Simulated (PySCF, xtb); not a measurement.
C₄H₉O, SMILES C[CH]OCC, multiplicity 2. One conformer was computed; it need not be the lowest.

Harmonic wavenumbers (cm⁻¹) from GFN2-xTB run with xtb at its own minimum, in rising order: 55, 81, 112, 182, 206, 391, 429, 485, 828, 893, 988, 1016, 1088, 1123, 1140, 1156, 1226, 1249, 1328, 1349, 1395, 1403, 1461, 1476, 1478, 1484, 1494, 2840, 2865, 2875, 3005, 3038, 3049, 3050, 3050, 3054.

Task: What does B3LYP-D3(BJ)/def2-SVP run with PySCF give at its own minimum? (An estimate is asked for; the answer gives what the named calculation found.)

Result: 79, 108, 179, 192, 259, 429, 447, 568, 818, 866, 968, 1011, 1092, 1115, 1170, 1176, 1274, 1291, 1360, 1383, 1407, 1433, 1448, 1454, 1470, 1477, 1503, 2951, 2979, 3023, 3039, 3054, 3100, 3121, 3128, 3129. Paired by order, the mean absolute difference is 39 cm⁻¹ and the zero-point energies are 74.8 and 76.5 kcal/mol.
